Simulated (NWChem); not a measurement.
System: BeClF; SMILES [Be]([Cl])[F]

Results from NWChem. The level has its own optimisation; frequencies are unscaled.

Question: What does the run give for PBE/def2-SVP? Quantities: r Be–F (Å); r Be–Cl (Å); highest harmonic frequency (cm⁻¹); lowest (cm⁻¹); zero-point energy (kcal/mol); dipole (D).

Answer: 
```
Item                               Value
---------------------------------  -----
r Be–F (Å)                         1.395
r Be–Cl (Å)                        1.813
highest harmonic frequency (cm⁻¹)   1421
lowest (cm⁻¹)                        276
zero-point energy (kcal/mol)         3.5
dipole (D)                          0.23
```
